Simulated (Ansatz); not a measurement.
Gas-phase electronic energies from Ansatz, PBE0-D4/def2-TZVP geometries. CBS: MP2 limit from def2 TZ/QZ plus the TZ coupled-cluster correction, frozen cores. Functionals use def2-TZVPP. For Br outer-core shells are correlated without core-valence functions, which leaves a few kJ/mol of doubt a bond. Scalar relativity is left out up to krypton. Each species was taken in one conformer, which may not be the lowest.

`N=C[SiH]1C=N1` + `[CH3][AlH][CH2]Br` → `BrC[SiH]1C=N1` + `[CH3][AlH][CH]=N`  (redistribution)

`N=C[SiH]1C=N1`:

Cartesian coordinates in Å:
```
N -1.070 1.927 0.400
C -0.954 0.690 0.137
Si 0.753 -0.057 0.167
C 1.098 -1.590 -0.677
N 0.873 -1.811 0.556
H -2.043 2.237 0.354
H -1.809 0.043 -0.109
H 1.806 0.856 0.644
H 1.346 -2.296 -1.471
```

`[CH3][AlH][CH2]Br`:

Cartesian coordinates in Å:
```
C -1.352 0.034 1.054
Al -0.260 -0.679 -0.385
C 1.427 0.188 -0.917
Br 1.773 1.797 0.139
H -1.642 1.068 0.840
H -0.780 0.070 1.987
H -2.258 -0.548 1.230
H -0.646 -1.985 -1.210
H 2.301 -0.453 -0.779
H 1.436 0.508 -1.960
```

`BrC[SiH]1C=N1`:

```xyz
9

Br    1.833    1.866   -0.789
C     1.168    0.515    0.450
Si   -0.118   -0.494   -0.446
C    -1.847   -0.359   -0.082
N    -1.343   -1.358    0.536
H     0.756    1.039    1.311
H     2.033   -0.069    0.763
H     0.396   -1.138   -1.668
H    -2.878   -0.001   -0.075
```

`[CH3][AlH][CH]=N`:

Cartesian coordinates in Å:
```
C -1.389 0.716 0.802
Al 0.192 -0.412 0.843
C 1.259 -0.625 -0.818
N 0.827 0.030 -1.826
H -2.288 0.146 1.060
H -1.532 1.154 -0.188
H -1.317 1.527 1.534
H 0.673 -1.176 2.156
H 2.164 -1.250 -0.907
H 1.410 -0.110 -2.657
```

| level | ΔE (eV) |
| --- | --- |
| PBE-D4 | 0.16 |
| SCS-MP2/def2-TZVPP | 0.06 |
| CCSD(T)/def2-TZVPP | 0.08 |
| CCSD/CBS(def2) | 0.07 |

What does CCSD(T)/CBS give? (Estimate.)

Computed: +0.08 eV. The listed levels differ from it by 0.08, -0.02, 0.00, -0.01 eV.

Largest T1 diagnostic among the species: 0.016.

From PBE to PBE0 (25 % exact exchange), in def2-TZVPP and without D4, ΔE moves by −0.03 eV.
